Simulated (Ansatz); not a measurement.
Ga₃O₈H₇, a hydroxylated oxide cluster. Total charge 0; singlet. Geometry PBE-D4/def2-SVP, basis def2-TZVP, Ansatz.

```xyz
18

Ga   -0.703    1.128    1.271
Ga    1.617   -0.155    0.110
Ga   -0.719   -0.896   -1.356
O    -0.166    2.769    1.805
O    -0.755   -0.959   -3.161
O    -2.131   -1.546   -0.405
O    -0.002    0.649   -0.491
O     3.346    0.127   -0.276
O    -2.309    0.407    1.597
O     0.922    0.055    1.873
O     0.941   -1.780   -0.637
H    -0.931    3.358    1.937
H    -0.396   -0.135   -3.543
H    -2.873   -1.793   -0.988
H     3.623    1.047   -0.105
H    -2.424   -0.363    0.983
H     1.465    0.439    2.585
H     1.497   -2.352   -1.199
```

```csv
run,HOMO (eV),LUMO (eV)
A,-6.75,-2.07
B,-8.08,-1.49
C,-8.36,-1.28
D,-6.38,-2.41
E,-7.39,-1.75
```

**Question.** The runs used PBE, PBE0, r2SCAN, r2SCAN0, r2SCANh. Estimate which is which.

**Answer.** A r2SCAN (0 % exact exchange); B PBE0 (25 % exact exchange); C r2SCAN0 (25 % exact exchange); D PBE (0 % exact exchange); E r2SCANh (10 % exact exchange). Exact exchange lowers occupied and raises empty levels; among semilocal functionals meta-GGAs tend to open the gap a little, and such runs are hard to tell apart. The gap grows from 3.96 eV (PBE) to 7.08 eV (r2SCAN0).
